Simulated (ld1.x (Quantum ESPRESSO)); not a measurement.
**Configuration tests for oxygen (TM semilocal)**

- Element: oxygen (O)
- Generator: ld1.x (Quantum ESPRESSO) 7.5
- Type: norm-conserving Troullier–Martins (semilocal form)
- Functional: PBE
- Relativity: scalar-relativistic
- Frozen core: [He]
- Valence charge: 6
- Reference configuration: 2s1.75 2p4.25
- Partial waves: 2s (bound): rc 0.65 bohr; 3d channel at 0.15 Ry: rc 1.65 bohr; 2p (bound): rc 1.55 bohr
- Local potential: the p channel
- Core correction: none

Energies are relative to the spin-unpolarised reference configuration 2s1.75 2p4.25; without spin polarisation the order of configurations can differ from experiment. The frozen-core shift is the all-electron ΔE with the core orbitals held at their reference shape minus the fully relaxed ΔE.

**Question.** Give the all-electron excitation energy and the error of the potential for: 2s2 2p4; 2s2 2p3; 2s2 2p2; 2s1 2p4; 2s2 2p1; 2s1 2p5; 2s2 2p4.3.

**Answer.**

```csv
valence configuration,charge,ΔE all-electron (eV),error AE − PS (meV),frozen-core shift (meV)
2s2 2p4,0,-3.734,+0.6,0.0
2s2 2p3,+1,12.697,+20,+0.1
2s2 2p2,+2,46.283,+189,+1.1
2s1 2p4,+1,27.925,-59,+0.4
2s2 2p1,+3,100.152,+905,+6.1
2s1 2p5,0,11.216,+4.9,+0.2
2s2 2p4.3,-0.3,-5.857,-2.9,0.0
```
